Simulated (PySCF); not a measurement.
The dipole of `CC1=PC=C(N(C)C)S1` from its density and from atomic charges.

Coordinates (GFN2-xTB, Å) and charges (e) from the PBE0/pcSseg-1 density (PySCF):

```tsv
atom	x	y	z	Mulliken	IAO	Hirshfeld	ESP-fitted
C1	3.693	0.352	-0.186	-0.1321	-0.4173	-0.1285	-0.5234
C2	2.314	-0.215	-0.112	-0.7175	-0.3973	-0.0916	+0.1409
P3	1.929	-1.850	0.191	+0.4771	+0.3261	+0.0344	-0.1650
C4	0.191	-1.597	0.080	-0.4059	-0.4796	-0.1776	-0.2399
C5	-0.270	-0.340	-0.182	+0.1060	-0.0173	+0.0263	-0.0167
N6	-1.577	0.042	-0.366	-0.6679	-0.1752	-0.0618	-0.0400
C7	-1.845	1.441	-0.595	-0.0954	-0.3140	-0.0718	-0.2926
C8	-2.622	-0.653	0.353	-0.0700	-0.2996	-0.0593	-0.3673
S9	0.979	0.869	-0.350	+0.2528	+0.2865	+0.0973	-0.0295
H10	4.421	-0.451	-0.088	+0.1267	+0.1590	+0.0485	+0.1752
H11	3.861	1.076	0.613	+0.1332	+0.1518	+0.0416	+0.1650
H12	3.855	0.861	-1.137	+0.1308	+0.1517	+0.0418	+0.1625
H13	-0.471	-2.439	0.192	+0.1230	+0.1562	+0.0364	+0.2111
H14	-2.885	1.555	-0.897	+0.1239	+0.1528	+0.0528	+0.1378
H15	-1.208	1.809	-1.400	+0.1479	+0.1562	+0.0390	+0.1284
H16	-1.667	2.054	0.298	+0.1123	+0.1268	+0.0317	+0.1248
H17	-2.733	-0.275	1.378	+0.1044	+0.1282	+0.0386	+0.1527
H18	-2.409	-1.716	0.394	+0.1318	+0.1559	+0.0525	+0.1251
H19	-3.564	-0.511	-0.176	+0.1189	+0.1490	+0.0498	+0.1508
```

Question: Form Σ q r in debye for every column and set it beside the full dipole.

Answer: The full density gives (-2.48, 1.74, 0.04) D, 3.03 D in size; dipole vectors point from the negative to the positive end.

```
    scheme     μx    μy     μz  size (D)  share of the full size (%)  angle to the full dipole (°)
  Mulliken   0.46  1.01   0.81      1.38                          45                            81
       IAO  -1.42  1.61   0.12      2.14                          71                            14
 Hirshfeld  -1.55  1.27  -0.07      2.01                          66                             5
ESP-fitted  -2.44  1.74   0.06      3.00                          99                             1
```

Question: Which set comes closest?

Answer: Length of the difference vector: ESP-fitted 0.05 D, Hirshfeld 1.05 D, IAO 1.08 D, Mulliken 3.13 D. Closest: ESP-fitted. 

Question: What is left for the Hirshfeld atoms' own dipoles?

Answer: The shares of the density sum to the whole, so what Σ q r misses lies in dipoles about the nuclei. The atomic dipoles sum to (-2.48, 1.74, 0.04) − (-1.55, 1.27, -0.07) = (-0.93, 0.47, 0.11) D, 1.05 D in size.

Question: With the origin at the mean of the coordinates, (-0.001, 0.000, -0.105) Å, which are the largest single terms, by size, of the Mulliken dipole along the direction of the full one?

Answer: C2 +6.96, P3 -6.05, N6 -4.21, H10 -2.36, C4 +2.09 D; all 19 atoms together +0.21 D. The single terms depend on the origin, their sum doesn't.

Question: Give the size of the full dipole in other units.

Answer: 3.03 D = 1.194 au = 0.632 e·Å = 10.12 × 10⁻³⁰ C·m.

Isolated species at its GFN2-xTB geometry, gas phase. GFN2-xTB frequencies show an imaginary mode (45i cm⁻¹), so this geometry is no minimum at that level.

The values belong to the conformer `[CH3:1][c:2]1[p:3][cH:4][c:5]([N:6]([CH3:7])[CH3:8])[s:9]1`: C4–C5–N6–C7 178°.
